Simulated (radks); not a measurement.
Values are calculated unless marked as measured or tabulated.
Spherical jellium clusters: N electrons in a uniform positive sphere of charge N and radius rs N^(1/3), rs = 5.37 bohr. Level of theory: non-relativistic Kohn-Sham, PBEsol, spin-polarised, spherical densities (a radial shooting solver with Libxc functionals). Levels are named by radial order and angular momentum (1s, 1p, 1d, 2s, ...), and open shells are averaged over m.

N = 4, configuration 1s2 1p(up 2, down 0). This is the lowest configuration that the search found. Occupied levels:

| level | occupation | eigenvalue (eV) | <r> (bohr) |
|---|---|---|---|
| 1s up | 1 | -3.2033 | 6.059 |
| 1s down | 1 | -2.8101 | 5.615 |
| 1p up | 2 | -2.2429 | 7.305 |

Energy (eV): total -6.27497, kinetic 4.5727, external -60.167, Hartree 29.730, exchange-correlation -11.056, background 30.645.
